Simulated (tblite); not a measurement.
What does the GFN2-xTB structure of `[H]/N=[C]\C/C(C=O)=C/C#N` [radical] look like in three dimensions? (Doublet state.)

```
atom  x, y, z in Å
N1     3.4392   -1.2790    0.2162
C2     2.3877   -0.9610    0.5631
C3     1.1272   -0.5958    1.0287
C4     0.2460    0.1778    0.3194
C5     0.5724    0.6559   -1.0059
O6    -0.2249    1.1340   -1.8002
C7    -1.1432    0.4197    0.8382
C8    -2.0206   -0.1647   -0.1560
N9    -2.3364   -0.3708   -1.2840
H10    0.8717   -0.9648    2.0132
H11    1.6354    0.5370   -1.2759
H12   -1.3889    1.4866    0.8388
H13   -1.2860    0.0168    1.8413
H14   -1.8802   -0.0922   -2.1592
```

Orientation and origin are arbitrary. Atoms count from 1 in this order. C4 (carbon bonded to 3 C) is planar (angles 121.1°, 120.4° and 118.2°, sum 359.6°, 0.05 Å off the plane of its three neighbours). H14 on N9 lies 2.09 Å from O6, 6 bonds away (angle at H 111°; Bondi radii sum to 2.72 Å). C3 (carbon bonded to 2 C and H) is planar (angles 123.9°, 120.8° and 115.4°, sum 360.0°, 0.00 Å off the plane of its three neighbours). The 5 C–C bonds span 1.370 Å (C3=C4, drawn double) to 1.503 Å (C4–C7, drawn single), a spread of 0.133 Å.

Bonds between heavy atoms (Å): N1≡C2 1.152, C2–C3 1.392, C3=C4 1.370, C4–C5 1.446, C5=O6 1.223, C4–C7 1.503, C7–C8 1.449, C8=N9 1.189.

The geometry is computed with GFN2-xTB (gas phase). This method treats the open shell by occupation alone, without spin polarisation.

Point group: C1 (no symmetry element, even within 0.4 Å). Its GFN2-xTB frequencies are all real (lowest 64 cm⁻¹). Torsions: C3–C4–C5–O6 166°, C3–C4–C7–C8 -118°, C4–C7–C8–N9 -42°.

One conformer stands for the species.
